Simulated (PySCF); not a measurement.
Argon: a sound run and one with changed settings

Sound run: Ar(2+) [Ne] 3s2 3p4, Ar(3+) [Ne] 3s2 3p3. All numbers are calculated (PySCF 2.14, no relativity, point nucleus, in pcseg-2 (5s4p2d1f, 34 functions)). In the sound run the correlated levels freeze [Ne]. The sound run starts from symmetry-adapted Hartree-Fock orbitals and uses a fine grid where one is needed.

Changed run: scalar relativity by spin-free X2C-1e. This setting is unsound on purpose.

| species | method | sound run (hartree) | changed run (hartree) | converged |
| --- | --- | --- | --- | --- |
| Ar(2+) | UHF | -525.29946 | -526.90630 | yes |
| Ar(2+) | M06-2X | -525.93469 | -527.54820 | yes |
| Ar(2+) | PBE0 | -525.78731 | -527.39846 | yes |
| Ar(2+) | MP2 | -525.42009 | -527.02677 | yes |
| Ar(2+) | CCSD(T) | -525.44939 | -527.05592 | yes |
| Ar(3+) | UHF | -523.85191 | -525.45788 | yes |
| Ar(3+) | M06-2X | -524.43779 | -526.05051 | yes |
| Ar(3+) | PBE0 | -524.29038 | -525.90078 | yes |
| Ar(3+) | MP2 | -523.94440 | -525.55021 | yes |
| Ar(3+) | CCSD(T) | -523.96895 | -525.57460 | yes |

Ionisation energy of Ar(2+):

| method | sound run (eV) | changed run (eV) |
| --- | --- | --- |
| UHF | 39.390 | 39.413 |
| M06-2X | 40.733 | 40.754 |
| PBE0 | 40.734 | 40.754 |
| MP2 | 40.155 | 40.179 |
| SCS-MP2 | 40.227 | 40.250 |
| CCSD | 40.261 | 40.285 |
| CCSD(T) | 40.285 | 40.309 |

Most of the change in total energy is the relativistic energy itself. On top of that the contraction fixes the core shape for the Hamiltonian it was made with, so the changed run is not a good calculation with the other Hamiltonian either.

For comparison, NIST gives 40.735 ± 0.012 eV between the lowest levels.
